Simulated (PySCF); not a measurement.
Species: C5H13NSi.
Geometry (GFN2-xTB, Å), atoms numbered from 1 in this order:
```xyz
20
C5H13NSi angstrom
C     -2.6015    0.3484    0.2117
C     -1.0839    0.3530    0.2398
C     -0.4026   -0.9866    0.5709
C      0.4766   -0.8533   -0.6851
N      1.8704   -0.6036   -0.4302
Si     2.5184    0.5499    0.6709
C     -0.3722    0.3648   -1.1249
H     -2.9780    1.2972   -0.1652
H     -2.9989    0.1936    1.2130
H     -2.9690   -0.4491   -0.4314
H     -0.7304    1.1582    0.8864
H      0.1435   -1.0312    1.5076
H     -1.0839   -1.8338    0.5162
H      0.4050   -1.7094   -1.3639
H      2.4205   -0.7549   -1.2626
H      3.9604    0.4374    0.4610
H      2.1069    1.9478    0.4557
H      2.1437    0.1753    2.0350
H     -1.0380    0.1500   -1.9589
H      0.2079    1.2572   -1.3490
```

Theory: TDDFT B3LYP/def2-SVPD, vertical, gas phase, core orbitals frozen in the response (PySCF).

Transition dipole moments from the ground state, in atomic units and in the frame of the coordinates above (overall signs are arbitrary), for the states with f of 0.002 or more among the lowest 8:

```json
{"state": "S1", "E (eV)": "5.511", "μx": "-0.007", "μy": "-0.206", "μz": "0.165"}
{"state": "S3", "E (eV)": "6.305", "μx": "0.183", "μy": "0.183", "μz": "0.193"}
{"state": "S5", "E (eV)": "6.632", "μx": "0.081", "μy": "-0.160", "μz": "0.077"}
{"state": "S6", "E (eV)": "6.822", "μx": "0.356", "μy": "0.143", "μz": "0.198"}
{"state": "S7", "E (eV)": "7.135", "μx": "0.102", "μy": "0.113", "μz": "0.035"}
{"state": "S8", "E (eV)": "7.417", "μx": "-0.111", "μy": "0.091", "μz": "-0.061"}
```

Q: What oscillator strength does each state have?

A: f = (2/3) ΔE |μ|² with ΔE in hartree (27.2114 eV).

| state | \|μ\|² (au) | \|μ\| (D) | f |
| --- | --- | --- | --- |
| S1 | 0.070 | 0.67 | 0.009 |
| S3 | 0.104 | 0.82 | 0.016 |
| S5 | 0.038 | 0.50 | 0.006 |
| S6 | 0.186 | 1.10 | 0.031 |
| S7 | 0.024 | 0.40 | 0.004 |
| S8 | 0.024 | 0.40 | 0.004 |

Q: Which bond between heavy atoms lies closest to the direction of the S6 transition dipole?

A: C4–N5, at 20° from it; next C1–C2 and N5–Si6 at 33°.

Q: What angle do the transition dipoles of S3 and S6 make?

A: |cos θ| = |μa·μb| / (|μa| |μb|) = 0.93, so θ ≈ 22° (taken between 0 and 90°, since the signs are arbitrary).

Q: How is the summed strength of these states shared among x, y and z?

A: (2/3) Σ ΔE μα² gives 0.031 for x, 0.022 for y and 0.018 for z, 0.072 in all.

Q: What peak molar absorption coefficient would the strongest computed level give as a lone Gaussian band 0.3 eV wide at half height?

A: ε(max) = 2.175×10⁸ f / FWHM, with the width in cm⁻¹. S6: 2.175×10⁸ × 0.0311 / 2420 ≈ 2800 L mol⁻¹ cm⁻¹.

On one thread of an Arm Neoverse V1, shared host, this took 68 s and 0.96 GiB of memory at its peak.

One conformer stands for the species.

Without π bonds the low states may be Rydberg-like; a valence basis with one diffuse set may place them up to an eV too high.
